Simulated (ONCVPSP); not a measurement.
Ne (Z = 10): one change to an ONCV potential, before and after

* Element: neon (Ne)
* Generator: ONCVPSP 4.0.1
* Type: optimised norm-conserving Vanderbilt (ONCV)
* Functional: PBE
* Relativity: scalar-relativistic
* Frozen core: [He]
* Valence charge: 8
* Reference configuration: 2s2 2p5 (charge +1)
* Partial waves: 2s: rc 0.75 bohr, ncon 5, nbas 8, qcut 8.6 1/bohr, 1 projector; 2p: rc 1.10 bohr, ncon 5, nbas 10, qcut 10.8 1/bohr, 2 projectors, debl 1.4 Ha; d scattering state at 0.41 Ha: rc 1.05 bohr, ncon 3, nbas 7, qcut 10.1 1/bohr, 2 projectors, debl 2.6 Ha
* Local potential: polynomial inside 0.55 bohr (lpopt 3, dvloc0 1 Ha)
* Core correction: Teter function, fcfact 5.25, rcfact 1.4

All-electron outer shells of the reference configuration (PBE, scalar-relativistic, ld1.x):

```json
{"shell": "1s", "level (eV)": "-853.41", "outermost node (bohr)": "–", "outermost maximum (bohr)": "0.10"}
{"shell": "2s", "level (eV)": "-55.65", "outermost node (bohr)": "0.22", "outermost maximum (bohr)": "0.67"}
{"shell": "2p", "level (eV)": "-32.28", "outermost node (bohr)": "–", "outermost maximum (bohr)": "0.60"}
```

Change: s: qcut 6.9; p: qcut 8.7; d: qcut 8.1.

Cutoffs: the cutoffs (Ha) at which the residual kinetic energy of the hardest occupied pseudo-wave falls to 1 and 0.1 mHa per electron; they do not see the model core or the augmentation charge, which bear on the density cutoff. Errors are all-electron minus pseudo energies relative to the spin-unpolarised reference configuration.

Question: Predict the effect on cutoff, ghosts and configuration errors.

Answer: The potential gets neither clearly harder nor softer (233 Ha and 288 Ha → 254 Ha and 300 Ha); the s channel sets the loose cutoff, while the largest relative change is in p, which becomes harder; of the 4 tests that both files solve, the error grows in 3 and shrinks in 0 by more than 15 % and 0.3 meV (median size 42.6 → 59.3 meV); neither file shows a bound ghost.

```tsv
quantity	base	changed
cutoff, loose	233 Ha	254 Ha
cutoff, tight	288 Ha	300 Ha
loose cutoff by channel	s 233 Ha, p 52 Ha	s 254 Ha, p 164 Ha
bound ghosts	none	none
GHOST(+) flags under 300 eV	none	none
error for 2s2 2p6, meV [ΔE -22.48 eV]	+19	+29
error for 2s2 2p4, meV [ΔE 43.27 eV]	+53	+83
error for 2s2 2p3, meV [ΔE 110.70 eV]	+346	+525
error for 2s1 2p6, meV [ΔE 23.41 eV]	+32	+35
s: phases at 0.76 bohr within 0.05 rad from the reference energy up to (Ha; the scan ends near 5)	to the end of the scan	to the end of the scan
p: phases at 1.12 bohr within 0.05 rad from the reference energy up to (Ha; the scan ends near 5)	to the end of the scan	to the end of the scan
d: phases at 1.06 bohr within 0.05 rad from the reference energy up to (Ha; the scan ends near 5)	to the end of the scan	to the end of the scan
rms error of d²Exc/dni dnj with the model core, mHa	2.23	2.44
```
